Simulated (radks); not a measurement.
Values are calculated unless marked as measured or tabulated.
Mean orbital radii <r> (bohr) of the dysprosium ion Dy3+, [Xe] 4f9, at several levels of relativity; Dirac values are averaged over j with weights 2j + 1. Spin-unpolarised spherical Kohn-Sham, BLYP, point nucleus unless stated (finite: rms radius 5.2218 fm), a radial shooting solver on a logarithmic mesh with Libxc functionals. A level marked "c x" has the speed of light scaled by that factor and shares open shells by 2j + 1; other Dirac levels either fill j = l - 1/2 first or share by 2j + 1.

shell       non-rel.  scalar-rel., finite nucleus  Dirac, low j first  Dirac, 2j+1 shares, finite nucleus  change of magnitude, last against first (%)
2p           0.08277                      0.07945             0.07908                             0.07908                                        -4.46
3s            0.2512                       0.2346              0.2341                              0.2341                                        -6.79
3p            0.2409                       0.2334              0.2327                              0.2327                                        -3.42
3d            0.2132                       0.2121              0.2121                              0.2121                                        -0.51
4s            0.5654                       0.5294              0.5294                              0.5294                                        -6.37
4p            0.5777                       0.5608              0.5600                              0.5600                                        -3.07
4d            0.6086                       0.6078              0.6082                              0.6081                                        -0.09
5s             1.365                        1.274               1.275                               1.275                                        -6.57
5p             1.520                        1.481               1.480                               1.480                                        -2.65
4f            0.7737                       0.8064              0.8086                              0.8072                                        +4.33
5d (empty)     2.109                        2.144               2.147                               2.146                                        +1.73
6s (empty)     3.191                        3.038               3.040                               3.040                                        -4.75
